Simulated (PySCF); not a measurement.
Mapped SMILES: `[CH3:1][CH:2]1[CH2:3][CH2:4][CH2:5][CH2:6][CH2:7]1`. Each H is labelled by its parent atom. Ha(C3), Ha(C4), Ha(C5), Ha(C6), Ha(C7) are cis to C1 on the ring; Hb(C3), Hb(C4), Hb(C5), Hb(C6), Hb(C7) are trans to C1 on the ring.

Geometry: PBE0-D3(BJ)/def2-SVP; GIAO absolute shieldings from PySCF 2.14, gas phase, non-relativistic, averaged over equivalent atoms.

At PBE0/6-31G (91 basis functions, 11 s wall time on 1 thread of an Arm Neoverse V1, shared host):
| atoms | σ (ppm) |
| --- | --- |
| C3/C7 | 164.4 |
| C2 | 167.2 |
| C4/C6 | 172.4 |
| C5 | 172.7 |
| C1 | 174.7 |
| Hb(C3)/Hb(C7) | 30.92 |
| Ha(C4)/Ha(C6) | 30.92 |
| Hb(C5) | 31.01 |
| H(C2) | 31.09 |
| Hb(C4)/Hb(C6) | 31.12 |
| Ha(C5) | 31.24 |
| Ha(C3)/Ha(C7) | 31.44 |
| H(C1) | 31.56 |

Estimate the result of repeating the calculation with LDA/pcSseg-1.

## Answers


```
        atoms  σ at LDA/pcSseg-1  change
        C3/C7              140.1   -24.3
           C2              143.0   -24.2
        C4/C6              150.0   -22.4
           C5              150.6   -22.1
           C1              155.5   -19.2
Hb(C3)/Hb(C7)              29.16   -1.76
Ha(C4)/Ha(C6)              29.07   -1.85
       Hb(C5)              29.17   -1.84
        H(C2)              29.67   -1.42
Hb(C4)/Hb(C6)              29.54   -1.58
       Ha(C5)              29.72   -1.52
Ha(C3)/Ha(C7)              30.08   -1.36
        H(C1)              29.94   -1.62
```

The largest change is at C3/C7 (sp3 CH2 in a ring). Cost: 189 basis functions, 48 s wall time on 1 thread of an Arm Neoverse N1, shared host. The order of the carbon signals is the same at both levels.
